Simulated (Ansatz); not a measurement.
A made-up structure of SiH₃S₂O (charge +1), closed shell:

S1  (-1.623, -1.354, -0.062)
Si2  (0.489, 1.478, -1.062)
O3  (1.050, 0.352, 0.076)
S4  (0.271, -0.955, 0.546)
H5  (0.989, -1.770, 1.365)
H6  (-1.622, -0.177, -0.751)
H7  (0.386, 2.543, -0.127)
(Å)

It is relaxed with PBE-D4/def2-SVP and then PBE0-D4/def2-TZVP (Ansatz 0.2.0). Atoms count as bonded within 1.22 times the sum of their covalent radii (H–H: 0.88 Å). The end point is not checked to be a true minimum.

Problem. Does its bonding change? (Judge from chemistry; the calculation decides.)

Solution. Computed: No: no bond forms or breaks.

Where it ends: The first stage lowers the energy by 3.27 eV in 17 steps. It ends as SiH₃S₂O ([SiH][O][SH][SH]), total charge +1:
S1  (-1.122, -1.561, -0.628)
Si2  (0.447, 1.696, -0.969)
O3  (0.611, 0.649, 0.439)
S4  (-0.121, -0.658, 0.898)
H5  (0.927, -1.516, 0.828)
H6  (-2.313, -1.081, -0.216)
H7  (1.510, 2.587, -0.367)
(Å)

Labels in which every atom is bracketed show which atoms are joined, not bond orders.

For scale, one of the runs: PBE0-D4/def2-TZVP relaxation, 160 basis functions, launched by `ansatz run in.yaml --threads 2 --pin off --events-out ev --progress --plain --max-ram 4352MiB`. The run took about 45 s on 2 CPU threads of an Arm Neoverse V1 (shared host).
